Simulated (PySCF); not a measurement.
Task: What does the PBE0-D3(BJ)/def2-SVP structure of `[GaH2-]1[N+](C)([C@H](C[SiH3])C[CH2]1)C` look like in three dimensions?

Result: 
```xyz
27
C6H18GaNSi angstrom
C     -1.674    0.178    1.233
N     -1.124   -0.169   -0.078
C     -1.685   -1.439   -0.536
Ga    -1.621    1.417   -1.482
C      0.268    2.062   -1.304
C      0.881    1.274   -0.148
C      0.373   -0.169   -0.115
C      1.018   -1.019    0.978
Si     2.876   -1.309    0.763
H     -1.472   -0.607    1.982
H     -2.759    0.314    1.142
H     -1.250    1.127    1.585
H     -1.434   -2.269    0.148
H     -2.779   -1.356   -0.592
H     -1.310   -1.669   -1.542
H     -2.007    0.582   -2.775
H     -2.789    2.165   -0.715
H      0.341    3.144   -1.124
H      0.819    1.854   -2.237
H      0.653    1.754    0.820
H      1.985    1.244   -0.198
H      0.614   -0.618   -1.094
H      0.556   -2.021    1.018
H      0.868   -0.564    1.972
H      3.678   -0.101    1.120
H      3.299   -2.434    1.652
H      3.171   -1.677   -0.657
```

Any rigid rotation of these coordinates is as good. Atoms count from 1 in this order. Si9 (SiH3 silicon) is tetrahedral (angles from 108.3° to 112.1°). The 5-membered ring N2–Ga4–C5–C6–C7 has internal angles of 87.8° to 111.7°; it is puckered, 0.20 Å rms from its mean plane, widest ring torsion 55°. Ga4 (gallium bonded to C, N and 2 H) has angles from 87.8° to 120.0°. The C–N distances run from 1.462 Å (N2–C3, drawn single) to 1.497 Å (N2–C7, drawn single), a spread of 0.035 Å.

Bonds between heavy atoms (Å): C1–N2 1.464, N2–C3 1.462, N2–Ga4 2.176, Ga4–C5 2.004, C5–C6 1.527, C6–C7 1.530, C7–C8 1.527, C8–Si9 1.892, N2–C7 1.497.

Theory: PBE0-D3(BJ)/def2-SVP geometry optimisation, gas phase (PySCF 2.14.0).

Point group: C1 (no symmetry element, even within 0.4 Å). No frequency check. The numbers are those of one conformer (C6–C7–C8–Si9 -65°, C1–N2–Ga4–C5 103°, N2–Ga4–C5–C6 -10°, Ga4–C5–C6–C7 36°, C5–C6–C7–C8 177°).
